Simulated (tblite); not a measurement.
C2H9B2NO.
Atom-mapped SMILES: `[BH2:1][NH:2][CH2:3][BH:4][O:5][CH3:6]` (hydrogens: H7, H8 on B1; H9 on N2; H10, H11 on C3; H12 on B4; H13, H14, H15 on C6)

Computed with GFN2-xTB (tblite), gas phase: L-BFGS steps from a force-field or distance-geometry start until the largest atomic force falls under 0.01 eV/Å.

Step 57: E = -500.1704 eV
```
atom  x, y, z in Å  |  force x, y, z in eV/Å
B1     -2.6900   -0.9601   -0.4240    0.034   0.010   0.028
N2     -1.6631   -0.4413    0.3300    0.037   0.010  -0.001
C3     -0.9066    0.7763    0.0399   -0.013   0.082  -0.043
B4      0.5836    0.7436    0.6364   -0.032  -0.008   0.016
O5      1.4839    0.0009    0.0094   -0.053  -0.005  -0.004
C6      2.8132   -0.1591    0.4427    0.002   0.016   0.009
H7     -3.2297   -1.9330   -0.0542    0.005  -0.011   0.010
H8     -3.0094   -0.4072   -1.4095    0.027  -0.053   0.023
H9     -1.3727   -0.8656    1.1998   -0.066  -0.017  -0.050
H10    -1.4629    1.6344    0.4406    0.011   0.019   0.012
H11    -0.8907    0.8960   -1.0463    0.011   0.009   0.019
H12     0.8594    1.3528    1.6163   -0.003  -0.003  -0.020
H13     2.8614   -0.9734    1.1691    0.041  -0.035  -0.006
H14     3.4289   -0.4106   -0.4214   -0.015   0.001  -0.013
H15     3.1903    0.7541    0.9098    0.014  -0.014   0.020
```

Step 58: E = -500.1713 eV
```
atom  x, y, z in Å  |  force x, y, z in eV/Å
B1     -2.6840   -0.9630   -0.4229    0.036   0.017   0.015
N2     -1.6610   -0.4393    0.3323    0.033  -0.020   0.032
C3     -0.9071    0.7793    0.0393   -0.032   0.062  -0.025
B4      0.5829    0.7471    0.6328   -0.011  -0.007   0.011
O5      1.4816    0.0041    0.0043   -0.038  -0.007   0.014
C6      2.8090   -0.1603    0.4411    0.014  -0.002   0.027
H7     -3.2241   -1.9359   -0.0538    0.006  -0.007   0.012
H8     -2.9968   -0.4104   -1.4102    0.010  -0.061   0.007
H9     -1.3761   -0.8600    1.2063   -0.053   0.003  -0.068
H10    -1.4640    1.6344    0.4434    0.001   0.048   0.012
H11    -0.8969    0.8979   -1.0466    0.018   0.014   0.014
H12     0.8630    1.3555    1.6120   -0.013  -0.001  -0.016
H13     2.8549   -0.9791    1.1621    0.026  -0.056  -0.005
H14     3.4270   -0.4086   -0.4221   -0.004   0.015  -0.020
H15     3.1872    0.7461    0.9206    0.007   0.002  -0.008
```

Step 59: E = -500.1720 eV
```
atom  x, y, z in Å  |  force x, y, z in eV/Å
B1     -2.6783   -0.9654   -0.4215    0.022   0.010  -0.002
N2     -1.6576   -0.4380    0.3333    0.014  -0.021   0.035
C3     -0.9078    0.7827    0.0383   -0.033   0.030   0.006
B4      0.5818    0.7497    0.6300    0.009  -0.002   0.004
O5      1.4791    0.0058    0.0008   -0.012  -0.013   0.025
C6      2.8054   -0.1613    0.4403    0.019  -0.021   0.031
H7     -3.2207   -1.9373   -0.0530    0.013  -0.006   0.018
H8     -2.9863   -0.4149   -1.4103   -0.005  -0.057  -0.018
H9     -1.3794   -0.8553    1.2107   -0.026   0.011  -0.052
H10    -1.4649    1.6349    0.4464   -0.010   0.067   0.007
H11    -0.9014    0.9008   -1.0472    0.017   0.020   0.006
H12     0.8656    1.3571    1.6081   -0.020   0.005  -0.004
H13     2.8508   -0.9848    1.1562    0.012  -0.062  -0.007
H14     3.4252   -0.4062   -0.4225    0.001   0.027  -0.022
H15     3.1841    0.7401    0.9289   -0.001   0.010  -0.026
```

Question: Estimate the geometry and energy of step 60. (The exact step hangs on the optimiser's Hessian estimate; all steps are aligned on step 59, rigid shifts and turns removed.)

Answer: E = -500.1727 eV, largest force 0.074 eV/Å
```
atom  x, y, z in Å  |  force x, y, z in eV/Å
B1     -2.6728   -0.9673   -0.4203    0.005  -0.004  -0.015
N2     -1.6541   -0.4373    0.3343   -0.015   0.002   0.010
C3     -0.9090    0.7862    0.0376   -0.018   0.002   0.035
B4      0.5807    0.7521    0.6277    0.021   0.003   0.002
O5      1.4767    0.0066   -0.0010    0.012  -0.021   0.031
C6      2.8027   -0.1628    0.4401    0.017  -0.035   0.023
H7     -3.2175   -1.9380   -0.0523    0.019  -0.008   0.025
H8     -2.9776   -0.4198   -1.4107   -0.014  -0.047  -0.041
H9     -1.3823   -0.8511    1.2141    0.007   0.008  -0.015
H10    -1.4664    1.6362    0.4489   -0.016   0.072   0.000
H11    -0.9046    0.9035   -1.0475    0.011   0.026  -0.001
H12     0.8675    1.3588    1.6048   -0.024   0.014   0.008
H13     2.8475   -0.9912    1.1508    0.004  -0.053  -0.011
H14     3.4235   -0.4034   -0.4233    0.001   0.034  -0.019
H15     3.1813    0.7353    0.9351   -0.008   0.008  -0.031
```

The energy changes by -0.0006 eV. The first-order estimate −F·Δx gives -0.0009 eV and the mean of the old and new forces, exact on a quadratic surface, -0.0006 eV. The step makes an angle of 76° with the force vector and moves no atom by more than 0.010 Å.

The cost below is that of the whole relaxation. The run took 1.6 s of wall time on an Arm Neoverse N1 with one thread, no GPU, shared host.
